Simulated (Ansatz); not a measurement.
The cluster SnO3H2, relaxed as a singlet with RKS PBE-D4/def2-SVP in Ansatz, starting from the GFN1-xTB geometry. Force threshold 0.02 eV/Å.

In the def2 sets Sn takes a core potential; there is no spin–orbit coupling. The structure holds one bond between oxygen atoms, so isomers without such links may lie far lower. The structure comes from a short search, and lower isomers may exist.

Start:

```xyz
6

Sn   -0.069   -1.278   -0.429
O    -1.431   -0.542    0.766
O     1.728   -0.141   -0.109
O     1.012    0.649   -1.070
H     0.760    1.425   -0.550
H    -1.999   -0.113    1.392
```

Task: Estimate the energy that the relaxation releases and the steps that it takes.

Result: 10.5 kcal/mol, in 14 steps; 9 s on 4 threads of Arm Neoverse V1 on a shared host. No frequencies were taken in this run, so the end may be a saddle point.

Task: Does the start keep its bonding?

Result: By distances, no bond broke or formed. The bond that changes most is Sn1–O4, from 2.30 to 2.41 Å (atoms count from 1).

Task: Predict the relaxed structure.

Result: 
Cartesian coordinates in Å:
```
Sn -0.097 -1.439 -0.536
O -1.556 -0.544 0.563
O 1.387 -0.110 0.242
O 0.973 0.680 -0.957
H 0.421 1.379 -0.539
H -1.129 0.035 1.228
```
Bond lengths: 3 × O–Sn 2.03 to 2.41 Å; 1 × O–O 1.50 Å; 2 × H–O 0.98 Å.
